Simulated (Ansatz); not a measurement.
Computed with Ansatz on PBE0-D4/def2-TZVP structures; ΔE is electronic, products minus reactants. CCSD(T)/CBS adds triple-zeta CCSD(T) − MP2 to the extrapolated MP2 energy (def2 sets, frozen cores). DFT in def2-TZVPP. B3LYP here is the variant with VWN-RPA as its local correlation; programs differ in this. For Ga, Ge outer-core shells are correlated without core-valence functions, which leaves a few kJ/mol of doubt a bond. Scalar relativity is left out up to krypton. Each species was taken in one conformer, which may not be the lowest.

Reaction (redistribution): `C=[CH][GaH2]` + `C=C[SiH2][GeH3]` → `C=[CH][GaH][GeH3]` + `C=C[SiH3]`

Task: Is it downhill or uphill in electronic energy at CCSD(T)/CBS, and by how much? (An estimate is asked.)

Result: The calculation gave: Downhill: ΔE = -25.6 kJ/mol.

Task: What do these levels give: PBE-D4, r2SCAN-D4, PBE0-D4, B3LYP-D4, ωB97X-V, B2PLYP, PBE, r2SCAN, B3LYP, SCS-MP2/def2-TZVPP, CCSD(T)/def2-TZVPP, MP2/CBS(def2)? (Best estimate.)

Result: Computed: PBE-D4 -20.9, r2SCAN-D4 -21.3, PBE0-D4 -21.3, B3LYP-D4 -25.0, ωB97X-V -21.4, B2PLYP -25.7, PBE -21.2, r2SCAN -21.5, B3LYP -25.4, SCS-MP2/def2-TZVPP -26.6, CCSD(T)/def2-TZVPP -25.7, MP2/CBS(def2) -26.2 kJ/mol.

Largest T1 diagnostic among the species: 0.013.
